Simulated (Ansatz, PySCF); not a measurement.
ClH3O3Sn. Atoms are numbered in the order given.

```xyz
8

O     -1.8515    -0.0665    -0.9175
Sn     0.0000     0.0000    -0.2449
O      0.9833    -1.5701    -0.9175
O      0.8681     1.6367    -0.9175
Cl     0.0000     0.0000     2.1145
H     -2.3835     0.6609    -0.5613
H      0.6194    -2.3946    -0.5613
H      1.7641     1.7337    -0.5613
```
Charge 0, spin multiplicity 1.

Coordinates come from a B3LYP-D3(BJ)/def2-SVP optimisation. The structure was generated by enumeration; whether it is a known compound was not checked. The def2 effective core potentials stand for the cores of Sn; spin–orbit coupling is left out. One conformer was computed; it need not be the lowest.

Vertical ionisation energy (IE) and electron affinity (EA) in eV. Rows of orbital energies are one-electron estimates. Where ΔSCF, EOM or ADC give a negative EA the extra electron is unbound and the value depends on the basis.

| level | IE | EA |
|---|---|---|
| −ε(HOMO), −ε(LUMO), ωB97X/def2-TZVP (PySCF) | 11.85 | 0.36 |
| −ε(HOMO), −ε(LUMO), PBE/def2-TZVP (PySCF) | 7.65 | 3.36 |
| ΔSCF, CAM-B3LYP/def2-SVPD (Ansatz), final states of multiplicity 2 and 2 | 11.89 | 0.95 |
| ΔSCF, PBE/def2-SVPD (Ansatz), final states of multiplicity 2 and 2 | 10.65 | 1.04 |

**Question.** What vertical singlet–triplet gap does ΔSCF give with CAM-B3LYP/def2-SVPD (Ansatz, a program for electronic structure) and with PBE/def2-SVPD (Ansatz)? (Estimate from the structure and the level; the computed values follow.)

**Answer.** 5.35 and 4.21 eV (triplet above singlet where positive).
